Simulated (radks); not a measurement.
Results of a calculation; reference values are marked as such.
Ionisation of Cr2+, [Ar] 3d4, to Cr3+, [Ar] 3d3, under several functionals. Dirac Kohn-Sham, spin-unpolarised, spherical densities, point nucleus; open shells fill j = l - 1/2 first; a radial shooting solver on a logarithmic mesh with Libxc functionals.

| functional | E(Cr2+) (hartree) | Exc (hartree) | IE (eV) | -e(HOMO) (eV) | <r> HOMO (bohr) | IE error (eV) |
|---|---|---|---|---|---|---|
| BP86 | -1050.08590 | -48.50912 | 30.828 | 22.944 | 1.222 | -0.131 |
| PW91 | -1050.00449 | -48.42613 | 30.876 | 22.962 | 1.226 | -0.083 |
| PBEsol | -1048.63538 | -47.02667 | 30.734 | 22.834 | 1.223 | -0.225 |
| XLYP | -1050.21269 | -48.62560 | 30.829 | 22.944 | 1.233 | -0.130 |
| exchange-only PBE | -1048.74606 | -47.12528 | 29.721 | 21.911 | 1.243 | -1.238 |
| LDA (Slater exchange, Perdew-Wang correlation) | -1047.64213 | -46.00793 | 31.058 | 23.164 | 1.224 | +0.099 |
| BLYP | -1050.00011 | -48.40978 | 30.776 | 22.893 | 1.232 | -0.183 |
| exchange-only LDA | -1045.73169 | -44.05353 | 29.475 | 21.676 | 1.238 | -1.484 |
| RPBE | -1049.90059 | -48.31936 | 30.694 | 22.785 | 1.227 | -0.265 |

NIST Atomic Spectra Database: 30.96 eV (measured). Closest: PW91. The Delta-SCF values span 1.58 eV, the total energies 4.48 hartree. The highest occupied level is 3d3/2. Spin polarisation and multiplet splitting are left out, so open shells lie too high by an amount that depends on their filling.

Beside tabulated values, note that spin-unpolarised runs miss the spin-polarisation part of the exchange energy of open shells.
